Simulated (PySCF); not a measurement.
**Correlation energy of S (sulfur, neutral)**

[Ne] 3s2 3p4, high-spin 3P determinant. Computed with PySCF 2.14 in aug-cc-pV(D+d)Z (5s4p3d, 32 functions), with no relativity, point nucleus. Frozen: [Ne]; 6 electrons correlated.

| level | correlation energy (mhartree) |
| --- | --- |
| CCSD | -113.32 |
| (T) | -2.25 |
| CCSD(T) | -115.57 |
| CCSDT | -116.09 |

Diagnostics: T1 = 0.0094, D1 = 0.0303, largest double amplitude 0.047.

Cost of the coupled-cluster step: of the order of 0.18 core-seconds, for 6 correlated electrons.
